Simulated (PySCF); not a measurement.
A run for PySCF: R-BP86/LANL2DZ on AlH3Se (SMILES [AlH2][SeH]), a point of a bond scan (R = 1.259 Å).

```python
from pyscf import gto, scf, dft, mp
from pyscf.data.elements import chemcore

mol = gto.M(
    atom='''
    Al    0.36409461    0.02746235   -1.55730963
    H    -0.48600064   -0.45031995   -2.35311740
    H     1.74544102    0.64238966   -1.99374994
    Se   -0.20119715   -0.03048168    0.69657830
    H     1.06055664    0.60674232    1.10718226
    ''',
    basis='lanl2dz',
    ecp={'Al': 'lanl2dz', 'Se': 'lanl2dz'},
    charge=0, spin=0, verbose=3, max_memory=1800)
mf = dft.RKS(mol, xc='b88,p86')
mf.conv_tol = 1e-8
mf.max_cycle = 100
mf.kernel()
if not mf.converged:
    mf = mf.newton().run(mf.mo_coeff, mf.mo_occ)
```

The log:

```
converged SCF energy = -13.0255399851124
```

The run converged.

Cost: roughly 3 core-seconds.
